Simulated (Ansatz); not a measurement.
ClF₂SSi, SMILES `F[Si](F)([S])Cl` radical, 5 atoms. The species carries charge 0 and has multiplicity 2. All runs use 4 threads of an Arm Neoverse V1 on a shared host. Correlated methods freeze the cores. Open-shell runs search over several starts.

**Question.** Give the basis size and wall time and peak host memory of each of these runs in Ansatz. UKS ωB97M-V/def2-SVP energy; UHF-CCSD(T)/def2-SVP energy; UKS revPBE-D4/def2-TZVPP energy; UKS ωB97M-V/def2-QZVPP energy; UHF-CCSD(T)/def2-TZVPP energy; UHF-MP2/def2-QZVPP energy; UKS B3LYP-D4/def2-TZVPP energy and forces; UKS PBE0-D4/def2-QZVPP energy; UKS PBE-D4/def2-TZVPP energy and forces; direct RPA on PBE orbitals/def2-TZVPP energy; UKS PBE0-D4/def2-SVP energy; UKS HSE06 (plane-wave form)-D4/def2-TZVPP energy. (Estimate.)

**Answer.** Ansatz gave: Other jobs shared the machine, so times are rough.

| level | job | functions | wall time | peak host memory (GiB) |
| --- | --- | --- | --- | --- |
| UKS PBE0-D4/def2-SVP | energy | 82 | 2.8 s | 0.37 |
| UHF-CCSD(T)/def2-SVP | energy | 82 | 7.5 s | 0.43 |
| UKS revPBE-D4/def2-TZVPP | energy | 188 | 8 s | 0.46 |
| UKS PBE-D4/def2-TZVPP | energy and forces | 188 | 8.5 s | 0.46 |
| direct RPA on PBE orbitals/def2-TZVPP | energy | 188 | 12 s | 0.48 |
| UKS B3LYP-D4/def2-TZVPP | energy and forces | 188 | 14 s | 1 |
| UKS ωB97M-V/def2-SVP | energy | 82 | 14 s | 0.44 |
| UKS HSE06 (plane-wave form)-D4/def2-TZVPP | energy | 188 | 14 s | 1 |
| UKS PBE0-D4/def2-QZVPP | energy | 324 | 31 s | 1.9 |
| UHF-MP2/def2-QZVPP | energy | 324 | 47 s | 1.4 |
| UKS ωB97M-V/def2-QZVPP | energy | 324 | 78 s | 2.2 |
| UHF-CCSD(T)/def2-TZVPP | energy | 188 | 3.7 min | 5.1 |

B3LYP here is the variant with VWN-RPA as its local correlation; programs differ in this.
